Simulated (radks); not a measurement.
Hf IV, 69 electrons, occupied as [Xe] 4f14 5d1. Method: scalar-relativistic Kohn-Sham, PBE, spin-polarised, spherical densities, finite nucleus; open shells are filled with parallel spins first (spin-orbit coupling, left out, can overturn this in heavy ions); Fermi nuclear charge, rms radius 5.347 fm; computed with a radial shooting solver on a logarithmic mesh with Libxc functionals. Some entries of the table are withheld. Estimate them.

orbital,occ.,eigenvalue (eV),<1/r> (bohr^-1)
1s down,1,-65292.85,83.78
1s up,1,-65292.85,83.78
2s up,1,-11189.69,19.56
2s down,1,-11189.64,19.56
2p up,3,-9830.682,17.85
2p down,3,-9830.651,17.85
3s up,1,-2570.675,7.238
3s down,1,-2570.672,7.238
3p up,3,-2164.494,6.712
3p down,3,-2164.490,6.712
3d up,5,-1683.203,6.350
3d down,5,-1683.183,6.350
4s up,1,-539.6989,3.066
4s down,1,-539.6763,3.066
4p up,3,-406.4179,2.792
4p down,3,-406.3979,2.792
4d up,5,-234.0223,2.475
4d down,5,-233.9956,2.475
5s up,1,(1),1.174
5s down,1,(2),1.178
5p up,3,-62.8163,0.9847
5p down,3,-62.1617,0.9890
4f up,7,-44.1902,1.919
4f down,7,-44.0784,1.923
5d up,1,-27.5236,0.6587
5d down,0,-26.6358,0.6613

Answer. 
(1) 5s up eigenvalue (eV): -94.4511
(2) 5s down eigenvalue (eV): -93.9843
